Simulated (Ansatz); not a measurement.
Consider the formal hydrolysis of a C–S bond: `[SiH3]/N=C\S` + H₂O → `O/C=N/[SiH3]` + H₂S.

Gas-phase electronic energies from Ansatz, PBE0-D4/def2-TZVP geometries. CCSD(T)/CBS adds triple-zeta CCSD(T) − MP2 to the extrapolated MP2 energy (def2 sets, frozen cores). This one scheme is used for every species. Double bonds are as drawn, so ΔE can hold a change between cis and trans. Functionals use def2-TZVPP. Each species was taken in one conformer, which may not be the lowest.

`[SiH3]/N=C\S`:

Cartesian coordinates in Å:
```
Si 0.855 0.845 0.609
N 0.341 -0.791 0.440
C -0.538 -1.373 -0.235
S -1.718 -0.738 -1.391
H 2.293 0.902 0.251
H 0.123 1.833 -0.245
H 0.666 1.230 2.028
H -0.671 -2.460 -0.161
H -1.351 0.552 -1.295
```

H₂O:

Z-matrix (Å, degrees):
```
O
H 1 0.960
H 1 0.960 2 105.1
```

`O/C=N/[SiH3]`:

Cartesian coordinates in Å:
```
O 1.369 -0.003 2.025
C 0.630 0.327 0.962
N 0.147 -0.517 0.169
Si -0.813 -0.136 -1.215
H 1.432 -0.970 2.029
H 0.526 1.417 0.908
H -1.011 1.336 -1.372
H -0.140 -0.664 -2.429
H -2.139 -0.790 -1.078
```

H₂S:

Cartesian coordinates in Å:
```
S 0.130 -0.558 -0.236
H -0.478 -0.141 0.885
H 0.348 0.699 -0.649
```

```csv
level,ΔE (kJ/mol)
r2SCAN-D4,-28.0
BHLYP-D4,-34.0
PBE-QIDH,-31.3
PBE0,-31.7
RPA@PBE/def2-TZVPP,-32.6
CCSD/def2-SVP,-55.7
SCS-MP2/def2-TZVPP,-28.8
HF/CBS(def2),-53.1
```

**Question.** What does CCSD(T)/CBS give? (An estimate is asked.)

**Answer.** Ansatz gave: -22.6 kJ/mol. The listed levels differ from it by -5.4, -11.4, -8.7, -9.1, -10.0, -33.1, -6.2, -30.5 kJ/mol.

Largest T1 diagnostic among the species: 0.015.

The D4 term adds +7.5 kJ/mol with B3LYP and +3.9 kJ/mol with PBE0; it sums over pairs of atoms, weighted by their polarisabilities, and B3LYP, whose exchange is more repulsive, gets the larger term. In def2-TZVPP, CCSD(T) changes the Hartree–Fock value by +24.1 kJ/mol (the triples alone add +4.5 kJ/mol) and MP2 by +29.9 kJ/mol.

B3LYP here is the variant with VWN-RPA as its local correlation; programs differ in this.
